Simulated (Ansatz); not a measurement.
Species: [Zr(F)4] (charge 0, multiplicity 1).

Q: Give a relaxed geometry from r2SCAN-D4/def2-SVP (Ansatz, a first-principles code).

A: the end point of this relaxation.
Z-matrix (Å, degrees):
```
Zr
F 1 1.9006
F 1 1.9006 2 109.47
F 1 1.9006 2 109.47 3 120.00
F 1 1.9006 2 109.47 3 -120.00
```
